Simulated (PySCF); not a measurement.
**La²⁺: ionisation energy**

La²⁺ [Xe] 5d1 (2D) → La³⁺ [Xe] (1S), as a difference of total energies. Computed with PySCF 2.14 in cc-pVDZ-X2C, with the spin-free X2C one-electron Hamiltonian (Gaussian nucleus). Correlated levels: valence and next inner shell: [Ar] 3d10 frozen. The calculations carry no spin-orbit coupling.

```tsv
method	ionisation energy (eV)	plus first-order spin-orbit estimate	error of that sum (eV)
UHF	18.203	18.333	-0.844
MP2 (valence and next inner shell)	18.691	18.822	-0.355
SCS-MP2 (valence and next inner shell)	18.647	18.778	-0.399
CCSD (valence and next inner shell)	18.771	18.901	-0.276
CCSD(T) (valence and next inner shell)	18.804	18.934	-0.243
```

Reference: 19.177 eV (measured; NIST Atomic Spectra Database, ionization energies).

A first-order spin-orbit estimate (lowest level to lowest level, LS coupling) adds 0.130 eV.

Errors of the correlated levels include the incompleteness of this basis and the frozen core.
